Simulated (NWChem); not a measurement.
BeN₂H₄; SMILES [NH2][Be][NH2]

```xyz
7

Be     0.0000     0.0000     0.0000
N      0.0000     0.0000     1.5013
H     -0.5835     0.5835     2.0907
H      0.5835    -0.5835     2.0907
N      0.0000     0.0000    -1.5013
H     -0.5835    -0.5835    -2.0907
H      0.5835     0.5835    -2.0907
```
Atoms are numbered in this order, from 1.

Computed with NWChem. Pople sets run with spherical d functions. The geometry was optimised at PBE0/def2-SVP. Total energies compare along this basis series because the functional is fixed.

| level | basis functions | energy (Ha) | highest occupied level (eV) | orbital gap (eV) |
|---|---|---|---|---|
| PBE0/STO-3G | 19 | -124.9251 | ? | ? |
| PBE0/3-21G | 35 | -125.8819 | -6.42 | 8.44 |
| PBE0/6-31G* | 50 | -126.5580 | -6.60 | 8.27 |
| PBE0/6-31+G* | 62 | -126.5725 | -7.01 | 6.69 |
| PBE0/6-311G** | 78 | -126.6153 | -6.90 | 7.61 |
| PBE0/6-311++G** | 94 | -126.6212 | -7.08 | 6.75 |

**Question.** What belongs in the gaps?

**Answer.** 
- PBE0/STO-3G, highest occupied level (eV): -4.41
- PBE0/STO-3G, orbital gap (eV): 9.80
